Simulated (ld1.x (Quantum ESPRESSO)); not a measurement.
Results of a calculation; reference values are marked as such.
# Potentials for silicon compared

Generated with ld1.x 7.5 (TM, RRKJ, ultrasoft, PAW), atompaw 4.2 or ONCVPSP 4.0.1. The cutoff is in Ry: for ld1.x and atompaw files where the sum of valence levels is converged to 10 mRy in a Bessel basis, for ONCV files where the hardest occupied wave has 1 mHa per electron of residual kinetic energy. The error is the largest all-electron minus pseudo excitation energy over each file’s own four to seven test configurations (ionisations up to +4, promotions, holes and added fractions of an electron), all of which were solved. The labels leave out finer settings (local radius, basis sizes, second energies), which also bear on the numbers. Spin-polarised tests are not counted. The rows are a selection from randomly drawn settings: files with unsolved tests, undetermined cutoffs or missed reference levels are left out.

| potential | cutoff (Ry) | largest error (meV) | bound ghosts |
| --- | --- | --- | --- |
| TM, revPBE, scalar-relativistic, rc 1.25/2.05 (sp), local p, core correction no, reference 3s2 3p1.5 | 50 | +97 | none |
| TM, LDA (PZ), scalar-relativistic, rc 1.30/1.60/1.80 (spd), local d, core correction no, reference 3s2 3p0 | 40 | +104 | none |
| RRKJ, LDA (PZ), non-relativistic, rc 1.50/1.40/1.35 (spd), local p, core correction no, reference 3s2 3p1 | 40 | +180 | none |
| TM, LDA (PZ), scalar-relativistic, rc 1.78/1.82/1.58 (spd), local s, core correction no, reference 3s2 3p1.75 | 15 | +224 | none |
| TM, PBE, scalar-relativistic, rc 1.70/1.95 (sp), local smoothed, core correction yes, reference 3s2 3p2 | 15 | +67 | none |
| TM, BLYP, scalar-relativistic, rc 1.35/2.05/2.00 (spd), local d, core correction yes, reference 3s2 3p2 | 35 | +87 | none |

(1) Fill in the row for Si: RRKJ, LDA (PZ), scalar-relativistic, rc 1.85/1.90 (sp), local s, core correction yes, reference 3s1 3p3.

Answers

(1) cutoff 21 Ry, largest error +82 meV, bound ghosts: none.
